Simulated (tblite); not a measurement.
**Question.** Write a Z-matrix for `FC(F)/[C]=C\[SiH3]` [radical] as optimised with GFN2-xTB. (Doublet state.)

**Answer.** 
Z-matrix in Å and degrees, rows numbered from 1:
```
F 
C   1  1.3580
F   2  1.3861  1  105.00
C   2  1.4592  1  111.62  3   122.35
C   4  1.2849  2  136.73  1  -108.60
Si  5  1.9428  4  124.36  2     0.63
H   2  1.1027  1  107.65  3  -113.17
H   5  1.0793  4  121.54  2  -179.83
H   6  1.4593  5  107.14  4   -67.30
H   6  1.4573  5  108.59  4    55.32
H   6  1.4648  5  104.00  4   174.34
```

The 2 C–C bonds span 1.285 Å (C4=C5, drawn double) to 1.459 Å (C2–C4, drawn single), a spread of 0.174 Å. C5 (carbon bonded to C, Si and H) is planar (angles 124.4°, 121.5° and 114.1°, sum 360.0°, 0.00 Å off the plane of its three neighbours). Of the pairs four or more bonds apart, F3···Si6 is among the closest relative to their van der Waals radii: 3.05 Å, 85 % of the sum of Bondi's values. The C–F distances run from 1.358 Å (F1–C2, drawn single) to 1.386 Å (C2–F3, drawn single), a spread of 0.028 Å.

Structure optimised with GFN2-xTB, isolated species. This method treats the open shell by occupation alone, without spin polarisation.

Point group: C1 (no symmetry element, even within 0.4 Å). Its GFN2-xTB frequencies are all real (lowest 25 cm⁻¹). Torsions: F1–C2–C4–C5 -109°. 3 starts were optimised and ended at 0.00, 0.06 and 4.48 kcal/mol (GFN2-xTB); the lowest of these is shown.

Time: 0.29 s of wall time. Hardware: Arm Neoverse V2, one thread, on a shared host. That covers the optimisation of the geometry.

One conformer stands for the species.

These are computed values.
